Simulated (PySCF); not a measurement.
# Hartree-Fock beside MP2: BClH3NSi

Calculated results; nothing here was measured. The program is PySCF 2.14.0, an open-source quantum chemistry code, run on an isolated molecule that a program drew, which may never have been made. The molecule is BClH3NSi (charge 0, singlet), drawn as the SMILES string `BN[Si]Cl`.

The geometry was optimised and harmonic frequencies were computed with HF and MP2, all in the cc-pV(D+d)Z basis, for the commonest isotopes, with a restricted reference for singlets and an unrestricted one otherwise, and a frozen core in MP2. Each result is a local minimum of its method.

Geometry at the HF minimum:
```xyz
7
BClH3NSi, angstrom
B    -2.7207    0.9520   -1.2569
N    -2.0013    1.8107   -0.3835
Si   -1.5997    1.3649    1.2404
Cl   -0.5764    3.1309    1.8152
H    -3.0648   -0.1254   -0.8553
H    -2.9758    1.3058   -2.3734
H    -1.7260    2.7071   -0.7459
```

Lengths of the bonds as drawn, in Å (atoms numbered as above):
| bond | HF | MP2 |
|---|---|---|
| B1-N2 | 1.420 | 1.429 |
| N2-Si3 | 1.731 | 1.759 |
| Si3-Cl4 | 2.121 | 2.109 |
| B1-H5 | 1.200 | 1.207 |
| B1-H6 | 1.199 | 1.205 |
| N2-H7 | 1.005 | 1.023 |

Rotational constants, in GHz:
| constant | HF | MP2 |
|---|---|---|
| A | 16.47 | 16.42 |
| B | 2.292 | 2.287 |
| C | 2.012 | 2.007 |

Harmonic frequencies in cm^-1, each column in rising order, so a row needn't be the same motion in every method:
```
rank    HF   MP2
   1   128   113
   2   194   177
   3   327   303
   4   371   362
   5   504   515
   6   771     ?
   7   886   855
   8  1016   947
   9  1106  1043
  10  1197  1151
  11  1351  1251
  12  1435  1357
  13  2678  2627
  14  2753  2718
  15  3778  3572
```

**Estimate the missing MP2 frequency from the HF column.**

A single factor s that minimises the squared misfit of MP2 against s times HF over the other rows is sum(HF x MP2) / sum(HF^2) = 0.9607, with an rms misfit of 35 cm^-1. For rank 6 it gives 0.9607 x 771 = 741 cm^-1. The calculation gives 722 cm^-1, 19 cm^-1 below the estimate. The drawn bonds are on average 0.8 % longer in MP2 than in HF.
